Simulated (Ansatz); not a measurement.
`[F][In@-]1([Cl])[F+][In@@-]([F])([Cl])[F+]1`, 8 atoms. Charge 0, multiplicity 1. Correlated methods include outer-core shells of In, which these sets cover unevenly. In takes the def2 core potential. Hardware: A = 2 threads of an AMD EPYC 7R13 on a shared host and a share of an NVIDIA H100 80 GB; B = 2 threads of a server CPU on a shared host. Correlated methods freeze the cores. Open-shell runs search over several starts.

(1) How many basis functions does each run have, and how long does it take in Ansatz? RKS PBE0-D4/def2-QZVPP energy [A]; RKS PBE0-D4/def2-TZVP relaxation (13 steps) [A]; RHF-CCSD(T)/def2-SVP energy [A]; UKS PBE-D4/def2-TZVPP energy of the cation [B]; RKS ωB97M-V/def2-SVP energy [B]; RHF-MP2/def2-QZVPP energy [A]; RKS PBE0-D4/def2-TZVPP energy [B]; RHF-CCSD(T)/def2-TZVPP energy [A]; RKS BLYP-D4/def2-TZVPP energy [B]; RKS PBE-D4/def2-TZVPP energy and forces [B]; RKS PBE0-D4/def2-SVP energy [B]; RKS ωB97M-V/def2-QZVPP energy [A]. (Best estimate.)

## Answers

(1) Computed: Other jobs shared the machine, so times are rough.

| level | job | functions | wall time | peak host memory (GiB) |
| --- | --- | --- | --- | --- |
| RHF-CCSD(T)/def2-SVP | energy [A] | 144 | 2.3 s | 0.79 |
| RKS PBE0-D4/def2-QZVPP | energy [A] | 532 | 3.2 s | 1.1 |
| RHF-MP2/def2-QZVPP | energy [A] | 532 | 3.8 s | 1.1 |
| RKS PBE0-D4/def2-SVP | energy [B] | 144 | 4.4 s | 0.53 |
| RKS BLYP-D4/def2-TZVPP | energy [B] | 308 | 7 s | 0.59 |
| RKS PBE-D4/def2-TZVPP | energy and forces [B] | 308 | 8 s | 0.59 |
| RKS ωB97M-V/def2-QZVPP | energy [A] | 532 | 9 s | 1.2 |
| RHF-CCSD(T)/def2-TZVPP | energy [A] | 308 | 9.5 s | 0.87 |
| RKS PBE0-D4/def2-TZVPP | energy [B] | 308 | 13 s | 1.7 |
| RKS ωB97M-V/def2-SVP | energy [B] | 144 | 15 s | 0.72 |
| RKS PBE0-D4/def2-TZVP | relaxation (13 steps) [A] | 298 | 22 s | 1 |
| UKS PBE-D4/def2-TZVPP | energy of the cation [B] | 308 | 5.1 min | 1.4 |
